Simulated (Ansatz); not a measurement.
Basis-set extrapolation for C3H7ClO2Si (`C=C[Si](O)(Cl)OC`) (PBE0-D4/def2-TZVP geometry, frozen core, Ansatz). Multiplicity 1, RHF reference.

```tsv
	def2-TZVPP	def2-QZVPP
HF	-1016.122131	-1016.156936
MP2 correlation	-1.271884	-1.372153
CCSD(T) correlation	-1.378227	not run
```

Energies in hartree. Use E(X) = E(∞) + A·exp(−7.88·√X) for Hartree–Fock and E(X) = E(∞) + B·X^(−2.97) for correlation, with X = 3 and 4, and add CCSD(T) minus MP2 of the smaller set to the MP2 limit.

Question: What is the CCSD(T) energy at the basis-set limit?

Answer: HF limit: -1016.156936 + (-0.034805) × 0.13774 = -1016.16173. MP2 limit: -1.372153 + (-0.100269) × 0.74074 = -1.44643. Higher-order term: -1.378227 − (-1.271884) = -0.10634. Total: -1017.71450 hartree, 562.2 kJ/mol below CCSD(T)/def2-TZVPP.
